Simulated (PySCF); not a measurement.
GaF2, SMILES [F][Ga][F], multiplicity 2.

The structure is a stationary point at ωB97X-D3(BJ)/def2-TZVP. The spin state was assumed, not searched. The isomer is the one that the SMILES or the coordinates give; other isomers of the formula were not compared.

Computed with ωB97X-D3(BJ)/def2-TZVP (PySCF).

Frequencies are harmonic and unscaled.

Problem. Give all harmonic wavenumbers and intensities. (An estimate is asked for; the answer gives what the named calculation found.)

Solution. 
```csv
mode,ν (cm⁻¹),IR (km/mol),moving atoms (share of kinetic energy)
1,181,24.2,"F 78 %, Ga 22 %"
2,646,49.4,"F 86 %, Ga 14 %"
3,683,126.6,"F 72 %, Ga 28 %"
```
